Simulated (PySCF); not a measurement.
Br: excitation energy

Br [Ar] 3d10 4s2 4p5 (2P) → Br [Ar] 3d10 4s1 4p6 (2S), as a difference of total energies. Computed with PySCF 2.14 in aug-cc-pVQZ-PP with ECP10MDF (7s6p5d3f2g, 89 functions), with a scalar-relativistic core potential. Correlated levels: valence: 3s2 3p6 3d10 frozen. The calculations carry no spin-orbit coupling.

```
           method  excitation energy (eV)
              UHF                  15.127
    MP2 (valence)                  13.034
SCS-MP2 (valence)                  12.806
   CCSD (valence)                  11.560
CCSD(T) (valence)                  10.158
```

How much does correlation contribute at CCSD(T) (valence)?

10.158 − (15.127) = -4.969 eV, measured against UHF.

The upper state lies above the first ionisation limit, where it may autoionise and the basis confines it.

The coupled-cluster amplitudes are large for the upper state (T1 above 0.03 or a double amplitude above 0.15), so a single reference is strained.
